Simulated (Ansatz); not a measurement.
```xyz
14

C    -0.0185   -0.4083   -1.8644
C    -0.0348    0.4160   -0.6750
C    -0.0013   -0.3650    0.6365
C     0.0191    0.4657    1.8935
H     0.0418    0.1829   -2.7995
H     0.8376   -1.0698   -1.9585
H    -0.8622   -1.0331   -1.9443
H    -0.8496    1.0495   -0.6146
H     0.9146    1.0604   -0.6629
H     0.8638   -1.0787    0.6825
H    -0.8513   -1.0443    0.6231
H     0.0258   -0.1749    2.8399
H     0.8422    1.0830    1.9778
H    -0.8748    1.1164    1.9816
```

Basis set: 6-31G (spherical functions). Correlated methods keep 4 orbitals frozen. Charge 0, multiplicity 1.

Computed with Ansatz (development build ahead of 0.2.0); each method stands on the lowest determinant of its kind that the runs found. Restricted open shells among the atoms or ions are ROHF, correlated in semicanonical orbitals with singles.

Problem. Give the atomization energy at this shape (free ground-state atoms in the same class of orbitals less the molecule, no zero-point energy) of singlet C4H10 by RHF-MP2, RHF.

Solution.

```csv
method,atomization energy
RHF-MP2,48.94 eV
RHF,41.54 eV
```

This basis has no polarisation functions and is too small for such energies, which can lie far from measured ones in either direction.
